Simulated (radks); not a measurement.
Coulomb parameter of the 5d shell of the hafnium ion Hf+ in the model configuration [Xe] 4f14 5d1.5 6s1.5, as a second difference U = [E(n + 0.5) + E(n - 0.5) - 2 E(n)] / (0.5)^2 with all orbitals relaxed. "Bare": the charge of the atom changes with n. "Screened": the 6s shell takes up the change at fixed total charge, which measures U(5d,5d) + U(6s,6s) - 2 U(5d,6s). Calculated with a radial shooting solver on a logarithmic mesh with Libxc functionals: scalar-relativistic Kohn-Sham, PBE, spin-unpolarised, spherical densities, finite nucleus; Fermi nuclear charge, rms radius 5.347 fm.

| case | configuration | E - E(n) (eV) |
|---|---|---|
| start | [Xe] 4f14 5d1.5 6s1.5 | 0.000 |
| bare +0.5 | [Xe] 4f14 5d2 6s1.5 | -3.910 |
| bare -0.5 | [Xe] 4f14 5d1 6s1.5 | 6.088 |
| screened +0.5 | [Xe] 4f14 5d2 6s1 | 0.811 |
| screened -0.5 | [Xe] 4f14 5d1 6s2 | -0.663 |

U(bare) = 8.710 eV, U(screened by 6s) = 0.594 eV, against the Slater integral F0(5d,5d) = 11.162 eV with frozen orbitals.
